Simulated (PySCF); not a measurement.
The group X on SiH2(OH)-X is varied. Isolated molecules, 0 K electronic values unless said otherwise. One relaxed conformer stands for each flexible species; it need not be the lowest. Strings in code marks are SMILES.

Computed with PBE-D3(BJ)/def2-TZVP // PBE0-D4/def2-TZVP (PySCF). Delta-SCF ions had no search for a lower state. Excitations are Tamm–Dancoff values on a coarser integration grid. The basis has no diffuse functions, so Rydberg states are missing or too high.

```csv
species,S1 excitation (TDA) (eV),LUMO (eV),vertical ionisation energy (Delta-SCF) (eV),S1–T1 gap (TDA) (eV),HOMO–LUMO gap (eV)
X = cyano,6.13,-2.10,–,0.41,6.01
X = ethynyl,5.62,-1.50,10.11,0.71,5.55
X = difluoromethyl,6.00,-1.04,10.19,0.32,5.86
X = AlH2,3.47,-2.86,9.02,0.61,3.23
```
